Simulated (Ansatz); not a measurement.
Stepwise reaction of `N[Si@H](O)O[Si@@H](N)O` with hydrogen fluoride, as a gas-phase model of exchange steps in deposition or etching. ΔE in kJ/mol.

Program: Ansatz. Geometries: PBE0-D4/def2-TZVP. ΔE: electronic, gas phase. CBS: MP2 limit from def2 TZ/QZ plus the TZ coupled-cluster correction, frozen cores. This one scheme is used for every species. DFT in def2-TZVPP. B3LYP here is the variant with VWN-RPA as its local correlation; programs differ in this. One conformer a species, not always the lowest.

```
step                                                         reaction  PBE-D4  B3LYP-D4  ωB97M-V  CCSD(T)/CBS
   1  `N[Si@H](O)O[Si@@H](N)O` + H–F → `N[Si@H](F)O[Si@@H](N)O` + H₂O   -42.7     -46.4    -45.6        -45.0
```

Problem. Give the row of step 2, `N[Si@H](F)O[Si@@H](N)O` + H–F → `N[Si@@H](F)O[Si@@H](N)F` + H₂O. (An estimate is asked.)

Solution. Computed: 
```tsv
step	reaction	PBE-D4	B3LYP-D4	ωB97M-V	CCSD(T)/CBS
2	`N[Si@H](F)O[Si@@H](N)O` + H–F → `N[Si@@H](F)O[Si@@H](N)F` + H₂O	-39.0	-42.2	-41.5	-41.0
```

Problem. By hand: ΔE of the 2 steps together at CCSD(T)/CBS.

Solution. (-45.0) + (-41.0) = -86.0 kJ/mol, or -43.0 kJ/mol a step.

In ΔE the steps differ by no more than 4.0 kJ/mol. All are downhill at CCSD(T)/CBS. PBE-D4 differs from CCSD(T)/CBS by 2.0 to 2.3 kJ/mol a step. Isolated molecules leave out the surface, adducts and barriers. Largest T1 diagnostic: 0.011.
